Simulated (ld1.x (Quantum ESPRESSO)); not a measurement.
**PBEsol TM dataset for Lu (Z = 71), scalar-relativistic all-electron reference.**

The input file (ld1.x (Quantum ESPRESSO) 7.5):

```
&input
   title='Lu', zed=71., rel=1, dft='PBESOL', iswitch=3,
   config='[Xe] 4f14 5d1 6s2 6p0',
   nld=4, rlderiv=4.30, eminld=-3.0, emaxld=5.0, deld=0.02
 /
 &inputp
   pseudotype=2, tm=.true., lloc=3,
   nlcc=.false.,
   file_pseudopw='Lu.UPF', file_wfcaegen='ae.wfc', file_wfcncgen='nc.wfc', file_beta='beta', file_chi='chi'
 /
4
6S  1  0   2.00   0.00  2.75  2.75  0.0
6P  2  1   0.00   0.00  3.95  3.95  0.0
5D  3  2   1.00   0.00  3.40  3.40  0.0
4F  4  3  14.00   0.00  0.55  0.55  0.0
 &test
   configts(1)='4f14 5d1 6s2 6p0'
 /
```

Command:

```bash
ld1.x < Lu.in > Lu.out
```

Output (shortened: banner, matrices, multipoles, cross overlaps and the repeated all-electron block are left out):

```
Program LD1 v.7.5
     --------------------------- All-electron run ----------------------------

     Lu
     scalar relativistic calculation

     atomic number is 71.00
     dft =PBESOL   lsd =0 sic =0 latt =0  beta=0.20 tr2=1.0E-14
     Exchange-correlation= PBESOL
                           (   1   4  10   8   0   0   0)
     mesh =1271 r(mesh) = 100.71756 a.u. xmin = -7.00 dx = 0.01250
     1 Ry =  13.60569312 eV, c = 137.03599908

     n l     nl                  e(Ry)          e(Ha)          e(eV)
     1 0     1S 1( 2.00)     -4646.7559     -2323.3779    -63222.3348
     2 0     2S 1( 2.00)      -791.0084      -395.5042    -10762.2176
     2 1     2P 1( 6.00)      -695.9169      -347.9585     -9468.4322
     3 0     3S 1( 2.00)      -179.2431       -89.6216     -2438.7273
     3 1     3P 1( 6.00)      -150.7136       -75.3568     -2050.5628
     4 0     4S 1( 2.00)       -35.6600       -17.8300      -485.1794
     4 1     4P 1( 6.00)       -26.2987       -13.1493      -357.8118
     3 2     3D 1(10.00)      -116.4633       -58.2317     -1584.5642
     5 0     5S 1( 2.00)        -4.4897        -2.2448       -61.0853
     5 1     5P 1( 6.00)        -2.3283        -1.1642       -31.6787
     4 2     4D 1(10.00)       -14.0943        -7.0472      -191.7629
     4 3     4F 1(14.00)        -0.7094        -0.3547        -9.6518
     5 2     5D 1( 1.00)        -0.1299        -0.0650        -1.7675
     6 0     6S 1( 2.00)        -0.3436        -0.1718        -4.6756
     6 1     6P 1( 0.00)        -0.0970        -0.0485        -1.3193

     final scf error:  1.9E-15 reached in  34 iterations

     Etot =  -29117.769752 Ry,  -14558.884876 Ha, -396167.439666 eV

     Ekin =   31818.618912 Ry,   15909.309456 Ha,  432914.364518 eV
     Encl =  -71767.991384 Ry,  -35883.995692 Ha, -976453.266828 eV
     Eh   =   11422.952952 Ry,    5711.476476 Ha,  155417.192423 eV
     Exc  =    -591.350232 Ry,    -295.675116 Ha,   -8045.729779 eV

     normalization and overlap integrals

     s(1S/1S) =  1.000000  <r> =   0.0193  <r2> =    0.0005  r(max) =   0.0121
     s(2S/2S) =  1.000000  <r> =   0.0818  <r2> =    0.0079  r(max) =   0.0689
     s(2P/2P) =  1.000000  <r> =   0.0729  <r2> =    0.0065  r(max) =   0.0564
     s(3S/3S) =  1.000000  <r> =   0.2127  <r2> =    0.0517  r(max) =   0.1969
     s(3P/3P) =  1.000000  <r> =   0.2124  <r2> =    0.0523  r(max) =   0.1920
     s(4S/4S) =  1.000000  <r> =   0.4780  <r2> =    0.2581  r(max) =   0.4437
     s(4P/4P) =  1.000000  <r> =   0.5080  <r2> =    0.2937  r(max) =   0.4664
     s(3D/3D) =  1.000000  <r> =   0.1925  <r2> =    0.0435  r(max) =   0.1572
     s(5S/5S) =  1.000000  <r> =   1.1709  <r2> =    1.5449  r(max) =   1.0380
     s(5P/5P) =  1.000000  <r> =   1.3946  <r2> =    2.2185  r(max) =   1.1910
     s(4D/4D) =  1.000000  <r> =   0.5477  <r2> =    0.3483  r(max) =   0.4782
     s(4F/4F) =  1.000000  <r> =   0.7247  <r2> =    0.7013  r(max) =   0.4664
     s(5D/5D) =  1.000000  <r> =   2.9076  <r2> =   10.8458  r(max) =   1.8447
     s(6S/6S) =  1.000000  <r> =   3.6304  <r2> =   15.0329  r(max) =   3.0414
     s(6P/6P) =  1.000000  <r> =   5.3330  <r2> =   33.1609  r(max) =   4.2623

     ------------------------ End of All-electron run ------------------------

     --------------------- Generating NC pseudopotential ---------------------

      Generating local pot.: lloc=3, matching radius rcloc =   0.5500

      Wfc   6S  rcut= 2.752  Using Troullier-Martins method

      Wfc   6P  rcut= 3.905  Using Troullier-Martins method

      Wfc   5D  rcut= 3.361  Using Troullier-Martins method

     ------------------- End of pseudopotential generation -------------------

     Computing logarithmic derivative in   4.28915
     Message from routine run_pseudo:
     Warning: convergence not achieved
     Computing logarithmic derivative in   4.28915
     Computing the partial wave expansion
     R is outside the sphere for l=    0 j= 0.00
     R is outside the sphere for l=    1 j= 0.00
     R is outside the sphere for l=    2 j= 0.00
       no projector for channel:   3

     ---------------------- Testing the pseudopotential ----------------------

     Lu
     scalar relativistic calculation

     atomic number is 71.00   valence charge is 17.00
     dft =PBESOL   lsd =0 sic =0 latt =0  beta=0.20 tr2=1.0E-14
     mesh =1271 r(mesh) = 100.71756 xmin = -7.00 dx = 0.01250

     n l     nl             e AE (Ry)        e PS (Ry)    De AE-PS (Ry)
     4 3     4F   1(14.00)       -0.70939       -0.70685       -0.00255
     3 2     5D   1( 1.00)       -0.12991       -0.12991        0.00000
     1 0     6S   1( 2.00)       -0.34365       -0.34365        0.00000
     2 1     6P   1( 0.00)       -0.09697       -0.09697       -0.00000

     eps = 8.9E-11  iter =201

     Etot =  -29117.769752 Ry,  -14558.884876 Ha, -396167.439666 eV
     Etotps =  -285.871306 Ry,    -142.935653 Ha,   -3889.477265 eV

     Ekin =     774.679408 Ry,     387.339704 Ha,   10540.050300 eV
     Encl =   -1313.336728 Ry,    -656.668364 Ha,  -17868.856492 eV
     Ehrt =     285.657987 Ry,     142.828993 Ha,    3886.574907 eV
     Ecxc =     -33.854469 Ry,     -16.927234 Ha,    -460.613515 eV
     Epseu=       0.982496 Ry,       0.491248 Ha,      13.367535 eV

     ---------------------- End of pseudopotential test ----------------------
```

A Bessel basis up to 400 Ry misses an occupied level by 0.67 Ry, so cutoffs were not judged. Note: ghost states, extra bound levels that the all-electron valence spectrum of the same l lacks: s at -2843.2 eV, s at -766.4 eV, d at -645.3 eV, s at -74.2 eV (other channels not judged).

Generation and configuration tests took about 6.7 s on one core of a shared server CPU.

Transferability test of the new file with ld1.x, input:

```
&input
   title='Lu', zed=71., rel=1, dft='PBESOL', iswitch=2,
   config='[Xe] 4f14 5d1 6s2 6p0'
 /
 &test
   file_pseudo='Lu.UPF', nconf=8,
   configts(1)='4f14 5d1 6s2 6p0',
   configts(2)='4f14 5d1 6s1 6p0',
   configts(3)='4f14 5d1 6s0 6p0',
   configts(4)='4f14 5d0 6s0 6p0',
   configts(5)='4f14 5d2 6s1 6p0',
   configts(6)='4f13 5d2 6s1 6p0',
   configts(7)='4f14 5d1 6s1 6p1',
   configts(8)='4f14 5d0 6s2 6p1'
 /
```

```bash
ld1.x < Lu.test.in > Lu.test.out
```

Pseudopotential blocks of its output, shortened (energy terms left out; the distinct warnings before each block abridged to one line each):

```
     Warning: convergence not achieved
     ---------------------- Testing the pseudopotential ----------------------

     n l     nl             e AE (Ry)        e PS (Ry)    De AE-PS (Ry)
     4 3     4F   1(14.00)       -0.70939       -0.70685       -0.00255
     3 2     5D   1( 1.00)       -0.12991       -0.12991        0.00000
     1 0     6S   1( 2.00)       -0.34365       -0.34365        0.00000
     2 1     6P   1( 0.00)       -0.09697       -0.09697       -0.00000

     eps = 2.3E-11  iter =201

     Etot =  -29117.769752 Ry,  -14558.884876 Ha, -396167.439666 eV
     Etotps =  -285.871306 Ry,    -142.935653 Ha,   -3889.477265 eV

     ---------------------- End of pseudopotential test ----------------------

          Warning: convergence not achieved
     Warning: n=2, l=1 expected 0 nodes, found 2
     ---------------------- Testing the pseudopotential ----------------------

     n l     nl             e AE (Ry)        e PS (Ry)    De AE-PS (Ry)
     4 3     4F   1(14.00)       -1.20411       -1.19894       -0.00517  !
     3 2     5D   1( 1.00)       -0.58079       -0.58111        0.00031
     1 0     6S   1( 1.00)       -0.75168       -0.75168        0.00001
     2 1     6P   1( 0.00)       -0.44006       -0.55121        0.11115  !

     eps = 4.5E-10  iter =201

     Etot =  -29117.226674 Ry,  -14558.613337 Ha, -396160.050714 eV
     Etotps =  -285.327837 Ry,    -142.663918 Ha,   -3882.082989 eV
     dEtot_ae =       0.543078 Ry
     dEtot_ps =       0.543469 Ry,   Delta E=      -0.000391 Ry

     ---------------------- End of pseudopotential test ----------------------

          Warning: n=1, l=0 expected 0 nodes, found 1
     ---------------------- Testing the pseudopotential ----------------------

     n l     nl             e AE (Ry)        e PS (Ry)    De AE-PS (Ry)
     4 3     4F   1(14.00)       -1.78859       -1.77796       -0.01063  !
     3 2     5D   1( 1.00)       -1.10342       -1.09391       -0.00952  !
     1 0     6S   1( 0.00)       -1.19811       -1.23522        0.03711  !
     2 1     6P   1( 0.00)       -0.82259       -0.82259        0.00000

     eps = 5.4E-15  iter = 16

     Etot =  -29116.254984 Ry,  -14558.127492 Ha, -396146.830207 eV
     Etotps =  -284.361187 Ry,    -142.180594 Ha,   -3868.931048 eV
     dEtot_ae =       1.514767 Ry
     dEtot_ps =       1.510119 Ry,   Delta E=       0.004648 Ry

     ---------------------- End of pseudopotential test ----------------------

          ---------------------- Testing the pseudopotential ----------------------

     n l     nl             e AE (Ry)        e PS (Ry)    De AE-PS (Ry)
     4 3     4F   1(14.00)       -2.66486       -2.66381       -0.00105
     3 2     5D   1( 0.00)       -1.84020       -1.78936       -0.05084  !
     1 0     6S   1( 0.00)       -1.78754       -2.10534        0.31780  !
     2 1     6P   1( 0.00)       -1.32074       -1.32074        0.00000

     eps = 8.1E-15  iter = 21

     Etot =  -29114.792117 Ry,  -14557.396059 Ha, -396126.926885 eV
     Etotps =  -282.925140 Ry,    -141.462570 Ha,   -3849.392627 eV
     dEtot_ae =       2.977634 Ry
     dEtot_ps =       2.946167 Ry,   Delta E=       0.031468 Ry

     ---------------------- End of pseudopotential test ----------------------

          Warning: convergence not achieved
     ---------------------- Testing the pseudopotential ----------------------

     n l     nl             e AE (Ry)        e PS (Ry)    De AE-PS (Ry)
     4 3     4F   1(14.00)       -0.63883       -0.62073       -0.01810  !
     3 2     5D   1( 2.00)       -0.09903       -0.09974        0.00072
     1 0     6S   1( 1.00)       -0.32650       -0.32528       -0.00122
     2 1     6P   1( 0.00)       -0.09463       -0.09463        0.00000

     eps = 2.9E-10  iter =201

     Etot =  -29117.548613 Ry,  -14558.774306 Ha, -396164.430917 eV
     Etotps =  -285.651029 Ry,    -142.825515 Ha,   -3886.480242 eV
     dEtot_ae =       0.221139 Ry
     dEtot_ps =       0.220277 Ry,   Delta E=       0.000862 Ry

     ---------------------- End of pseudopotential test ----------------------

          BEWARE! Errors in PS-KS equations
     Warning: n=3, l=2 expected 0 nodes, found 1
     ---------------------- Testing the pseudopotential ----------------------

     n l     nl             e AE (Ry)        e PS (Ry)    De AE-PS (Ry)
     4 3     4F   1(13.00)       -1.74294       -4.43400        2.69106  !
     3 2     5D   1( 2.00)       -0.68536       -0.99263        0.30727  !
     1 0     6S   1( 1.00)       -0.79736       -1.01308        0.21572  !
     2 1     6P   1( 0.00)       -0.46204       -0.46204        0.00000

     eps = 7.3E-15  iter = 29

     Etot =  -29116.387206 Ry,  -14558.193603 Ha, -396148.629168 eV
     Etotps =  -282.396337 Ry,    -141.198168 Ha,   -3842.197899 eV
     dEtot_ae =       1.382546 Ry
     dEtot_ps =       3.474969 Ry,   Delta E=      -2.092423 Ry

     ---------------------- End of pseudopotential test ----------------------

          Warning: convergence not achieved
     ---------------------- Testing the pseudopotential ----------------------

     n l     nl             e AE (Ry)        e PS (Ry)    De AE-PS (Ry)
     4 3     4F   1(14.00)       -0.81723       -1.19894        0.38170  !
     3 2     5D   1( 1.00)       -0.21088       -0.58111        0.37023  !
     1 0     6S   1( 1.00)       -0.40573       -0.75168        0.34595  !
     2 1     6P   1( 1.00)       -0.14562       -0.15858        0.01296  !

     eps = 5.8E-10  iter =201

     Etot =  -29117.516330 Ry,  -14558.758165 Ha, -396163.991689 eV
     Etotps =  -285.486413 Ry,    -142.743206 Ha,   -3884.240521 eV
     dEtot_ae =       0.253422 Ry
     dEtot_ps =       0.384894 Ry,   Delta E=      -0.131472 Ry

     ---------------------- End of pseudopotential test ----------------------

          BEWARE! Errors in PS-KS equations
     ---------------------- Testing the pseudopotential ----------------------

     n l     nl             e AE (Ry)        e PS (Ry)    De AE-PS (Ry)
     4 3     4F   1(14.00)       -0.94065       -2.66381        1.72316  !
     3 2     5D   1( 0.00)       -0.27675       -0.27675        0.00000
     1 0     6S   1( 2.00)       -0.44204       -0.50473        0.06269  !
     2 1     6P   1( 1.00)       -0.15947       -0.15947        0.00000

     eps = 5.8E-15  iter = 30

     Etot =  -29117.697161 Ry,  -14558.848581 Ha, -396166.452022 eV
     Etotps =  -284.094076 Ry,    -142.047038 Ha,   -3865.296821 eV
     dEtot_ae =       0.072590 Ry
     dEtot_ps =       1.777230 Ry,   Delta E=      -1.704639 Ry

     ---------------------- End of pseudopotential test ----------------------
```
